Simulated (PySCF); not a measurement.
Shapes and spin states of WSF2

Method: PySCF, B3LYP, basis W def2-SVP with ECP60, S def2-SVP, F def2-SVP (scalar-relativistic core potentials, no spin–orbit coupling, density fitting).

Relaxations began from a few typed shapes and spin states; open shells are unrestricted. The search is not exhaustive: other isomers or separated fragments can lie lower, and high-lying points may rest on an excited occupation.

```
                                                 spin  group                          bonds                           angles  imaginary modes (cm⁻¹)  ΔE (kJ/mol)  ΔE with ZPE (kJ/mol)
                               broken-symmetry Ms = 0    C2v  W–F 1.849 Å (×2), W–S 2.105 Å  F–W–F 132.9°, F–W–S 113.6° (×2)                    none          0.0                   0.0
singlet (closed shell, unstable to spin polarisation)    C2v  W–F 1.844 Å (×2), W–S 2.102 Å  F–W–F 134.3°, F–W–S 112.8° (×2)                    none          0.8                   1.2
singlet (closed shell, unstable to spin polarisation)    C2v  W–F 1.844 Å (×2), W–S 2.102 Å  F–W–F 134.5°, F–W–S 112.8° (×2)                    none          1.0                   1.2
                                              triplet    C2v  W–F 1.889 Å (×2), W–S 2.128 Å  F–W–F 119.8°, F–W–S 120.1° (×2)                    none         22.7                  21.7
```

The lowest minimum found is the broken-symmetry Ms = 0 C2v: W–F 1.849 Å (×2), W–S 2.105 Å; F–W–F 132.9°, F–W–S 113.6° (×2).

For the lowest minimum: the spin densities have lower symmetry than the nuclear frame. Spin–orbit coupling, left out here, can matter for elements this heavy.
